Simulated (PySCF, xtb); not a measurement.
C₂H₈N₂Si, SMILES N[SiH](N)C=C. One conformer was computed; it need not be the lowest.

Harmonic wavenumbers (cm⁻¹) from GFN2-xTB (xtb) at its own minimum, in rising order: 43, 137, 154, 166, 212, 245, 350, 479, 497, 542, 641, 657, 691, 799, 829, 859, 918, 928, 1010, 1038, 1276, 1429, 1528, 1533, 1676, 2236, 3035, 3061, 3081, 3466, 3483, 3505, 3519.

Problem. What does r2SCAN-D4/def2-SVP (PySCF 2.14.0) give at its own minimum? (An estimate is asked for; the answer gives what the named calculation found.)

Solution. 78, 143, 174, 197, 267, 280, 311, 374, 413, 526, 640, 729, 758, 824, 876, 886, 938, 974, 998, 1053, 1267, 1405, 1534, 1538, 1659, 2201, 3100, 3117, 3198, 3578, 3585, 3683, 3689. Paired by order, the mean absolute difference is 50 cm⁻¹ and the zero-point energies are 62.9 and 64.3 kcal/mol.
